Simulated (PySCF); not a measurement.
## `C=CC1=C[SiH2]C/C(=C/Cl)[SiH2]1`: 4 charge schemes on one density

C7H11ClSi2.
SMILES with atom numbers: `[CH2:1]=[CH:2][C:3]1=[CH:4][SiH2:5][CH2:6]/[C:7](=[CH:8]/[Cl:9])[SiH2:10]1` (hydrogens: H11, H12 on C1; H13 on C2; H14 on C4; H15, H16 on Si5; H17, H18 on C6; H19 on C8; H20, H21 on Si10)

Cartesian coordinates in Å at the GFN2-xTB level; atoms count from 1:
```
atom  x, y, z in Å
C1     2.8828    1.4114   -1.3231
C2     2.5438    0.2124   -0.8637
C3     1.2478   -0.1511   -0.3172
C4     1.0691   -1.3993    0.1544
Si5   -0.5208   -2.0869    0.8721
C6    -1.9270   -1.0669    0.0854
C7    -1.7132    0.3847    0.3527
C8    -2.6336    1.0743    1.0103
Cl9   -2.4691    2.7524    1.3651
Si10  -0.1074    1.1744   -0.2544
H11    2.1950    2.2389   -1.3262
H12    3.8681    1.6072   -1.7120
H13    3.2807   -0.5848   -0.8837
H14    1.9164   -2.0799    0.1100
H15   -0.5614   -1.9485    2.3337
H16   -0.6788   -3.4980    0.4951
H17   -1.9110   -1.2332   -0.9932
H18   -2.9037   -1.3877    0.4500
H19   -3.5608    0.6589    1.3804
H20   -0.3649    1.7125   -1.6006
H21    0.3391    2.2263    0.6644
```

Density: PBE0/pcSseg-1 (PySCF); schemes: Mulliken, IAO, Hirshfeld and ESP-fitted. Isolated species at its GFN2-xTB geometry (one conformer only).

Q: What partial charge does each atom carry?

A: In e:

```
atom                      environment  Mulliken     IAO  Hirshfeld  ESP-fitted
  C1             terminal =CH2 carbon    -0.167  -0.308     -0.089      -0.401
  C2                 alkene CH carbon    -0.121  -0.128     -0.046      -0.168
  C3  fully substituted alkene carbon    -0.406  -0.233     -0.079      +0.069
  C4                 alkene CH carbon    -0.365  -0.419     -0.135      -0.446
 Si5                     SiH2 silicon    +0.712  +0.762     +0.337      +0.590
  C6      sp3 carbon bound to silicon    -0.420  -0.525     -0.155      -0.484
  C7  fully substituted alkene carbon    -0.511  -0.262     -0.096      +0.142
  C8              vinylic C–Cl carbon    -0.035  -0.170     -0.038      -0.362
 Cl9                   vinyl chlorine    -0.110  -0.030     -0.022      -0.059
Si10                     SiH2 silicon    +0.784  +0.712     +0.307      +0.294
 H11                 vinylic hydrogen    +0.133  +0.146     +0.045      +0.187
 H12                 vinylic hydrogen    +0.124  +0.159     +0.052      +0.185
 H13                 vinylic hydrogen    +0.097  +0.143     +0.046      +0.156
 H14                 vinylic hydrogen    +0.108  +0.144     +0.040      +0.169
 H15                    Si–H hydrogen    -0.064  -0.121     -0.077      -0.124
 H16                    Si–H hydrogen    -0.090  -0.123     -0.079      -0.138
 H17               methylene hydrogen    +0.165  +0.159     +0.046      +0.150
 H18               methylene hydrogen    +0.136  +0.147     +0.044      +0.137
 H19                 vinylic hydrogen    +0.134  +0.162     +0.052      +0.239
 H20                    Si–H hydrogen    -0.056  -0.113     -0.075      -0.077
 H21                    Si–H hydrogen    -0.045  -0.102     -0.079      -0.061
```

Mean size of the charges over all atoms: IAO 0.241 e, Mulliken 0.228 e, ESP-fitted 0.221 e, Hirshfeld 0.092 e. Each set sums to the total charge, 0, to within 0.001 e. The ESP scheme fits charges at the nuclei, held to the total charge, to the electrostatic potential on points at 1.4 to 2.0 times the van der Waals radii.

Lowest charge. The schemes don't all agree: Mulliken C7 (-0.511); IAO C6 (-0.525); Hirshfeld C6 (-0.155); ESP-fitted C6 (-0.484).

Highest charge. The schemes don't all agree: Mulliken Si10 (+0.784); IAO Si5 (+0.762); Hirshfeld Si5 (+0.337); ESP-fitted Si5 (+0.590).

Q: How closely do the schemes follow one another over all atoms?

A: Correlation coefficient and root-mean-square difference: IAO with Hirshfeld 0.98, 0.191 e; Mulliken with IAO 0.96, 0.091 e; Mulliken with Hirshfeld 0.95, 0.200 e; IAO with ESP-fitted 0.86, 0.157 e; Hirshfeld with ESP-fitted 0.81, 0.182 e; Mulliken with ESP-fitted 0.69, 0.230 e.

Q: How many electrons does the IAO scheme count on C2?

A: Z − q = 6 − (-0.128) = 6.128.

Q: Sum the charges by element, for elements with more than one atom.

A: 
```tsv
element	atoms	Mulliken	IAO	Hirshfeld	ESP-fitted
C	7	-2.025	-2.043	-0.638	-1.649
Si	2	+1.495	+1.474	+0.644	+0.884
H	11	+0.640	+0.600	+0.016	+0.823
```
